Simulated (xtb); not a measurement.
H3B3Cl2N3, doublet, at a GFN2-xTB geometry. Base run: xtb 6.7.1 with GFN2-xTB.

Geometry (Å):
```xyz
11

Cl    -2.7120     0.8483     0.3678
B     -1.2365     0.0076     0.0086
N     -1.2545    -1.2987    -0.5392
B     -0.0621    -2.0063    -0.8412
N      1.1723    -1.3587    -0.5750
B      1.2351    -0.0536    -0.0279
Cl     2.7604     0.7129     0.2868
N      0.0191     0.6182     0.2592
H     -2.1533    -1.7247    -0.7139
H      2.0433    -1.8286    -0.7760
H      0.0479     1.5490     0.6495
```
Charge 0, spin multiplicity 2.
All else is at xtb's defaults.
Base energy -23.27459 Eh.

Each row names what was changed in the base input (with any setting that the change needs).

```tsv
change	ΔE vs base (kcal/mol)	dipole (D)	G_solv (kcal/mol)	SCF cycles
base	0.000	2.39	-	13
gbsa = toluene	-7.24	2.55	-7.30	13
acc = 0.0001	0.000	2.39	-	22
etemp = 10000	-25.95	1.96	-	15
alpb = chcl3	-9.55	2.71	-9.91	14
file = coord	0.000	2.39	-	13
acc = 1000	0.049	2.29	-	7
gbsa = methanol	-8.94	2.73	-9.51	15
```

ALPB and GBSA are two models with their own fitted parameters for each solvent, which aren't always the measured dielectric constant.
